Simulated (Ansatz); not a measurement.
Two isomers of CH6GeSe: A = `C[Se][GeH3]`, B = `[CH3][GeH2][SeH]`.

Calculated with Ansatz (gas phase, PBE0-D4/def2-TZVP geometries, no zero-point term in ΔE). CCSD(T)/CBS adds triple-zeta CCSD(T) − MP2 to the extrapolated MP2 energy (def2 sets, frozen cores). Functionals use def2-TZVPP. B3LYP here is the variant with VWN-RPA as its local correlation; programs differ in this. For Ge, Se outer-core shells are correlated without core-valence functions, which leaves a few kJ/mol of doubt a bond. Scalar relativity is left out up to krypton. One conformer a species, not always the lowest.

Problem. Which is lower in electronic energy at CCSD(T)/CBS, and by how much? (Estimate.)

Solution. Ansatz gave: B, by 42.8 kJ/mol.

Problem. Give E(B) − E(A) in kJ/mol with CCSD(T)/def2-SVP, CCSD/def2-TZVPP, HF/def2-TZVPP, LDA (SPW92), CCSD(T)/def2-TZVPP, B3LYP-D4, ωB97M-V. (Estimate.)

Solution. The calculation gave: CCSD(T)/def2-SVP -43.5, CCSD/def2-TZVPP -43.8, HF/def2-TZVPP -41.7, LDA (SPW92) -41.7, CCSD(T)/def2-TZVPP -43.1, B3LYP-D4 -39.1, ωB97M-V -42.3. None reverses the order clearly.

Problem. Does the order hold for the free energy at 298.15 K (harmonic terms from PBE0-D4)? (Best estimate.)

Solution. Computed: Yes: G(B) − G(A) = -44.3 kJ/mol, for one conformer each.

Largest T1 diagnostic: 0.010.

From BLYP to BHLYP (50 % exact exchange), in def2-TZVPP and without D4, E(B) − E(A) moves by −3.7 kJ/mol. Leaving LDA and LC-ωPBE aside and taking each functional with its dispersion term where it has one, the values, not all of them listed here, spread over 7.1 kJ/mol, from PBE-QIDH to revPBE-D4.
